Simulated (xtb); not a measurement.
H$_{11}$Si$_{5}$ (SMILES [SiH2][Si]([SiH3])([SiH3])[SiH3]), doublet, from a rough starting geometry; GFN2-xTB (xtb).

xtb was given this input:
```
$ xtb mol.xyz --gfn 2 --uhf 1 --opt vtight --json

# file mol.xyz
16

Si    -1.10813751    -0.31167178     2.25576080
Si    -0.08002826    -0.06282773     0.20716997
Si     0.01118141     2.21466737    -0.65818800
Si    -1.18842714    -1.31902352    -1.38300075
Si     2.14108917    -0.77842640     0.42899730
H     -0.84556284     0.66890839     3.30365748
H     -2.57943607    -0.44309687     2.28584025
H      0.72194534     3.03213287     0.27586846
H      0.74477201     2.30088550    -1.90262577
H     -1.30161378     2.66652684    -0.88127917
H     -0.40839832    -1.57604699    -2.57504974
H     -1.52382637    -2.71372378    -0.89156926
H     -2.45498065    -0.77945885    -1.87986789
H      2.57538938    -0.90339012     1.78330014
H      2.27089943    -2.11673990    -0.18426469
H      3.09675090     0.06101462    -0.28091541
```

What the program printed (banner, timings and long lists left out):

```
   ID    Z sym.   atoms
    1   14 Si     1-5
    2    1 H      6-16

           -------------------------------------------------
          |                Calculation Setup                |
           -------------------------------------------------

           -------------------------------------------------
          |                 G F N 2 - x T B                 |
           -------------------------------------------------

          ...................................................
          :                      SETUP                      :
          :.................................................:
          :  # basis functions                  61          :
          :  # atomic orbitals                  56          :
          :  # shells                           26          :
          :  # electrons                        31          :
          :  max. iterations                   250          :
          :  Hamiltonian                  GFN2-xTB          :
          :  restarted?                      false          :
          :  GBSA solvation                  false          :
          :  PC potential                    false          :
          :  electronic temp.          300.0000000     K    :
          :  accuracy                    1.0000000          :
          :  -> integral cutoff          0.2500000E+02      :
          :  -> integral neglect         0.1000000E-07      :
          :  -> SCF convergence          0.1000000E-05 Eh   :
          :  -> wf. convergence          0.1000000E-03 e    :
          :  Broyden damping             0.4000000          :
          :  net charge                          0          :
          :  unpaired electrons                  1          :
          ...................................................

 iter      E             dE          RMSdq      gap      omega  full diag
   1    -14.1279968 -0.141280E+02  0.527E+00    2.51       0.0  T
   2    -14.2701829 -0.142186E+00  0.311E+00    1.67       1.0  T
   3    -14.2749313 -0.474842E-02  0.168E+00    2.11       1.0  T
   4    -14.2754820 -0.550656E-03  0.115E+00    1.84       1.0  T
   5    -14.2767693 -0.128737E-02  0.476E-01    1.97       1.0  T
   6    -14.2767312  0.381798E-04  0.388E-01    1.94       1.0  T
   7    -14.2769335 -0.202339E-03  0.209E-01    1.97       1.0  T
   8    -14.2769929 -0.594306E-04  0.121E-01    1.97       1.0  T
   9    -14.2770145 -0.215683E-04  0.368E-02    1.99       1.0  T
  10    -14.2770162 -0.170931E-05  0.232E-02    1.99       1.1  T
  11    -14.2770171 -0.928699E-06  0.828E-03    1.99       3.0  T
  12    -14.2770172 -0.137410E-07  0.432E-03    1.99       5.8  T
  13    -14.2770172 -0.628347E-07  0.124E-03    1.99      20.2  T
  14    -14.2770172 -0.244522E-08  0.510E-04    1.99      49.0  T
  15    -14.2770172 -0.216630E-09  0.250E-04    1.99     100.1  T

   *** convergence criteria satisfied after 15 iterations ***

         :::::::::::::::::::::::::::::::::::::::::::::::::::::
         ::                     SUMMARY                     ::
         :::::::::::::::::::::::::::::::::::::::::::::::::::::
         :: total energy             -14.142107827577 Eh    ::
         :: gradient norm              0.058459761573 Eh/a0 ::
         :: HOMO-LUMO gap              1.994143330531 eV    ::
         ::.................................................::
         :: SCC energy               -14.276928534066 Eh    ::
         :: -> isotropic ES            0.028983275722 Eh    ::
         :: -> anisotropic ES         -0.000728159124 Eh    ::
         :: -> anisotropic XC          0.008446017120 Eh    ::
         :: -> dispersion             -0.015712626705 Eh    ::
         :: repulsion energy           0.134820706489 Eh    ::
         :: add. restraining           0.000000000000 Eh    ::
         :: total charge               0.000000000000 e     ::
         :::::::::::::::::::::::::::::::::::::::::::::::::::::

[...]
 * total energy  :   -14.1481886 Eh     change       -0.1657362E-06 Eh
 * total energy  :   -14.1481888 Eh     change       -0.1742239E-06 Eh
 * total energy  :   -14.1481889 Eh     change       -0.1805351E-06 Eh
 * total energy  :   -14.1481891 Eh     change       -0.1823219E-06 Eh
 * total energy  :   -14.1481893 Eh     change       -0.1796936E-06 Eh
 * total energy  :   -14.1481895 Eh     change       -0.1722556E-06 Eh
 * total energy  :   -14.1481896 Eh     change       -0.1632056E-06 Eh
 * total energy  :   -14.1481898 Eh     change       -0.1486636E-06 Eh
 * total energy  :   -14.1481899 Eh     change       -0.1328925E-06 Eh
 * total energy  :   -14.1481900 Eh     change       -0.1168536E-06 Eh
 * total energy  :   -14.1481901 Eh     change       -0.1014292E-06 Eh
 * total energy  :   -14.1481902 Eh     change       -0.8918827E-07 Eh
   *** GEOMETRY OPTIMIZATION CONVERGED AFTER 140 ITERATIONS ***
         :: total energy             -14.148190233416 Eh    ::
[...]
        26                         -0.1505811              -4.0975
        27                         -0.1484381              -4.0392
       ...                                ...                  ...
        56                          1.0771556              29.3109
      -------------------------------------------------------------
                  HL-Gap            0.0743601 Eh            2.0234 eV
             Fermi-level           -0.2797123 Eh           -7.6114 eV

     #   Z          covCN         q      C6AA      α(0)
     1  14 Si       2.780     0.255   185.620    29.914
     2  14 Si       3.738     0.117   107.036    19.804
     3  14 Si       3.680     0.358   100.849    19.240
     4  14 Si       3.688     0.355   100.887    19.241
     5  14 Si       3.688     0.355   100.887    19.241
     6   1 H        0.917    -0.099     5.513     3.672
     7   1 H        0.917    -0.099     5.513     3.672
     8   1 H        0.918    -0.141     7.258     4.214
     9   1 H        0.918    -0.121     6.345     3.940
    10   1 H        0.918    -0.141     7.262     4.215
    11   1 H        0.918    -0.140     7.204     4.198
    12   1 H        0.918    -0.137     7.072     4.159
    13   1 H        0.918    -0.143     7.325     4.233
    14   1 H        0.918    -0.143     7.326     4.233
    15   1 H        0.918    -0.137     7.071     4.159
    16   1 H        0.918    -0.140     7.204     4.198

 Mol. C6AA /au·bohr⁶  :       6770.645494
 Mol. C8AA /au·bohr⁸  :     307870.386528
 Mol. α(0) /au        :        152.332324

Wiberg/Mayer (AO) data.
largest (>0.10) Wiberg bond orders for each atom

 ---------------------------------------------------------------------------
     #   Z sym  total        # sym  WBO       # sym  WBO       # sym  WBO
 ---------------------------------------------------------------------------
     1  14 Si   3.033 --     2 Si   1.051     6 H    0.891     7 H    0.891
     2  14 Si   3.862 --     1 Si   1.051     3 Si   0.833     4 Si   0.830
                             5 Si   0.830
     3  14 Si   3.704 --    10 H    0.894     8 H    0.894     9 H    0.891
                             2 Si   0.833
     4  14 Si   3.682 --    13 H    0.898    12 H    0.898    11 H    0.897
                             2 Si   0.830
     5  14 Si   3.682 --    14 H    0.898    15 H    0.898    16 H    0.897
                             2 Si   0.830
     6   1 H    0.989 --     1 Si   0.891
     7   1 H    0.989 --     1 Si   0.891
     8   1 H    0.980 --     3 Si   0.894
     9   1 H    0.985 --     3 Si   0.891
    10   1 H    0.980 --     3 Si   0.894
    11   1 H    0.980 --     4 Si   0.897
    12   1 H    0.981 --     4 Si   0.898
    13   1 H    0.979 --     4 Si   0.898
    14   1 H    0.979 --     5 Si   0.898
    15   1 H    0.981 --     5 Si   0.898
    16   1 H    0.980 --     5 Si   0.897
 ---------------------------------------------------------------------------

Topologies differ in total number of bonds
Writing topology from bond orders to xtbtopo.mol

molecular dipole:
                 x           y           z       tot (Debye)
 q only:       -0.294      -0.146       0.522
   full:        0.015       0.107      -0.053       0.305
molecular quadrupole (traceless):
                xx          xy          yy          xz          yz          zz
 q only:       -1.439       0.816      -0.393      -2.510      -1.994       1.832
  q+dip:       -0.522       0.068      -0.444      -1.330      -0.348       0.966
   full:       -0.242      -0.092       0.190      -0.292      -0.017       0.053

optimized geometry written to: xtbopt.xyz

           -------------------------------------------------
          | TOTAL ENERGY              -14.148190233416 Eh   |
          | GRADIENT NORM               0.000121884599 Eh/α |
          | HOMO-LUMO GAP               2.023440011055 eV   |
           -------------------------------------------------

normal termination of xtb
```
